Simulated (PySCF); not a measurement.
Compound: H8NOSi3 (doublet state).
Atom-mapped SMILES: `[SiH3:1][N:2][SiH2:3][O:4][SiH3:5]` (hydrogens: H6, H7, H8 on Si1; H9, H10 on Si3; H11, H12, H13 on Si5)

Structure used (GFN2-xTB), in Å, numbered top down from 1:
```
atom  x, y, z in Å
Si1   -2.3048    0.4896   -0.0972
N2    -1.3221   -0.8790   -0.0597
Si3    0.2047   -1.5971   -0.0888
O4     1.4422   -0.5415   -0.1052
Si5    2.1322    0.8940    0.1554
H6    -3.4285    0.1629   -0.9864
H7    -1.6287    1.7112   -0.5589
H8    -2.8028    0.6890    1.2736
H9     0.3579   -2.3917    1.1304
H10    0.3558   -2.3457   -1.3367
H11    3.4070    0.8014   -0.5530
H12    2.3072    1.0602    1.5985
H13    1.2756    1.9471   -0.3898
```

The hyperfine couplings belong to this conformer and change with its torsions.

Method: PySCF, UKS B3LYP, pcH-1 on H N O Si, non-relativistic, mean-field spin-orbit, GIAO. Geometry: GFN2-xTB, one conformer, isolated molecule. GFN2-xTB frequencies show an imaginary mode (27i cm⁻¹), so this geometry is no minimum at that level. Couplings are sensitive to structure, and on GFN2-xTB geometries they can be far from those on DFT ones. No stability test was run, so a lower SCF solution isn't excluded.

Mulliken spin populations: Si1 -0.058, N2 +0.885, Si3 -0.054, O4 -0.003, Si5 0.000, H6 +0.038, H7 +0.003, H8 +0.075, H9 +0.054, H10 +0.061, H11 0.000, H12 0.000, H13 0.000.

Q: Give the computed dipolar 1H tensors of H6, H7, H8, H9, H10, H11, H12, H13.

A: 
| atom | position | distance from N2 (Å) | T1 (MHz) | T2 | T3 |
| --- | --- | --- | --- | --- | --- |
| H6 | 2 bonds from N2 | 2.53 | -3.93 | -2.22 | 6.15 |
| H7 | 2 bonds from N2 | 2.66 | -3.16 | -2.73 | 5.89 |
| H8 | 2 bonds from N2 | 2.54 | -4.33 | -1.19 | 5.52 |
| H9 | 2 bonds from N2 | 2.55 | -4.11 | -1.67 | 5.78 |
| H10 | 2 bonds from N2 | 2.57 | -4.20 | -1.32 | 5.51 |
| H11 | 4 bonds from N2 | 5.04 | -0.54 | -0.53 | 1.07 |
| H12 | 4 bonds from N2 | 4.44 | -0.81 | -0.77 | 1.59 |
| H13 | 4 bonds from N2 | 3.85 | -1.18 | -1.11 | 2.29 |

Q: Estimate them with point dipoles: put each population ρk at its nucleus, leave out the nucleus itself and the atom bound to it, and sum T = Σ [ρk/(2S)]·C·(3 n nᵀ − 1)/r³ with C = μ0 gₑ μB g_N μN/(4π h) = 79.06 MHz Å³.

A: 
| atom | T1 (MHz) | T2 | T3 | T3, computed | difference in T3 (%) |
| --- | --- | --- | --- | --- | --- |
| H6 | -4.77 | -3.80 | 8.56 | 6.15 | +39 |
| H7 | -3.99 | -3.38 | 7.36 | 5.89 | +25 |
| H8 | -4.51 | -4.01 | 8.52 | 5.52 | +54 |
| H9 | -4.56 | -3.76 | 8.32 | 5.78 | +44 |
| H10 | -4.44 | -3.77 | 8.20 | 5.51 | +49 |
| H11 | -0.55 | -0.53 | 1.08 | 1.07 | +1 |
| H12 | -0.82 | -0.78 | 1.60 | 1.59 | +1 |
| H13 | -1.23 | -1.18 | 2.41 | 2.29 | +5 |

Q: If all the spin sat on N2, T∥ = 2C/r³. What distance does the computed T3 of H10 then imply?

A: r = (2 × 79.06/5.51)^(1/3) = 3.06 Å, against 2.57 Å in the structure.
